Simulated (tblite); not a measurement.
Compound: C₆H₁₁Si (doublet state).
Structure used (GFN2-xTB), in Å, numbered top down from 1:
```xyz
18
C6H11Si angstrom
C     -0.884   -1.151    1.634
Si    -0.838   -0.147    0.077
C     -1.524    1.603    0.398
C     -1.806   -1.028   -1.311
C      0.922    0.029   -0.500
C      2.066    0.141   -0.860
C      3.436    0.281   -1.305
H     -0.909   -2.226    1.632
H     -0.849   -0.704    2.612
H     -1.459    2.220   -0.494
H     -2.565    1.574    0.704
H     -0.963    2.101    1.182
H     -1.730   -0.490   -2.251
H     -1.416   -2.028   -1.473
H     -2.859   -1.120   -1.065
H      3.713    1.335   -1.331
H      3.550   -0.139   -2.304
H      4.105   -0.244   -0.622
```

All values are computed: GFN2-xTB (tblite) harmonic vibrations without scaling, gas phase. This tight-binding method is rough: wavenumbers can miss measured ones by several per cent, in bad cases by 10 to 20. One conformer, not necessarily the lowest. Open shells enter through the occupations alone, without spin polarisation, and single modes of such species can be off by tens of per cent. The optimisation stopped once no atom felt more than 0.01 eV/Å.

Lowest wavenumbers of the output (negative numbers stand for imaginary wavenumbers):
```
mode    cm-1
  1     -21.3
  2     -16.0
  3      72.8
  4      76.3
  5      97.5
  6     107.8
  7     162.8
  8     171.9
  9     183.7
 10     235.1
```

Problem. Is this structure a minimum?

Solution. Not by this Hessian. 1 mode is imaginary beyond 20i (21i cm⁻¹), and 1 more slightly so (16.0i). The curvature is small, so loose convergence or finite differences may be the whole cause.

Problem. Which atoms move in the imaginary modes?

Solution. 21i: H16 (hydrogen on carbon) 32 %, H17 (hydrogen on carbon) 31 %, H18 (hydrogen on carbon) 30 %; 16i: H9 (hydrogen on carbon) 45 %, H8 (hydrogen on carbon) 42 %. These are shares of the mass-weighted motion.

Problem. What is the remedy?

Solution. Step along such a mode in both directions, optimise again with tighter thresholds and repeat the frequencies. The zero-point energy of this point (89.5 kcal/mol) counts the 46 real modes alone, and thermal corrections from it aren't those of a minimum.

The run took 0.54 s wall on one thread of an Arm Neoverse V2, shared host. The figure is for the frequency step alone.
